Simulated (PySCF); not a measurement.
Ga(F)2(tBu), SMILES [C](C)([Ga]([F])[F])(C)C (C4H9F2Ga) at its GFN2-xTB optimised geometry (Å):

```
16

Ga     0.7030    -1.0661     0.0000
F      2.4858    -1.0661     0.0000
F      0.0041    -2.7047    -0.0465
C     -0.4649     0.7306     0.0000
C     -0.5939     1.2066    -1.4373
C     -1.8121     0.3582     0.5858
C      0.2964     1.7346     0.8434
H     -1.1732     2.1313    -1.4601
H     -1.1061     0.4650    -2.0505
H      0.3863     1.4059    -1.8710
H     -2.2614    -0.4656     0.0298
H     -1.7175     0.0575     1.6293
H     -2.4858     1.2145     0.5303
H      0.3428     1.4184     1.8855
H      1.3151     1.8557     0.4728
H     -0.2004     2.7047     0.7958
```

Method: B3LYP/def2-TZVP (PySCF 2.14.0). Cells within 0.4 Å of a nucleus heavier than hydrogen are left out (blank, or x).

Map of the HOMO amplitude (bohr^(-3/2)) on the plane z = 0.0 Å; orbital energy -7.73 eV, overall sign arbitrary:

```
|3333333333333333333333333333333|
|3333333333333333333333333333333|
|3333333333333333333333333333333|
|3333333333333333333333333333333|
|3333333333333333333333333333333|
|3333333333333444433333333333333|
|3333333333334444433333333333333|
|3333333333334444433333333333333|
|3333333333333333333333333333333|
|3333334444333333333233333333333|
|3333344444322112222233333333333|
|3333344444321002233333333333333|
|3333344444310xx3433333333333333|
|3333344443211xx7654433333333333|
|3333333333223699765443333333333|
|3333333332224688765443333333333|
|3333333322234577765432233333333|
|3333333222334566415431034433333|
|3333333333334455xxx420xx6443333|
|33333333333344455xx321xx6443333|
|3333333333333333433333454443333|
|3333333333333321233333344433333|
|333333333333320x123333333333333|
|33333333333333xxx33333333333333|
|333333333333345x643333333333333|
|3333333333333455543333333333333|
|3333333333333444443333333333333|
|3333333333333334333333333333333|
|3333333333333333333333333333333|
|3333333333333333333333333333333|
|3333333333333333333333333333333|
```
Scale: ten equal steps from -0.131 (start of '0') to 0.236 (end of '9'), in the order '0123456789'; x runs from -5.00 to 5.00, y from -5.00 (bottom) to 5.00 (top).
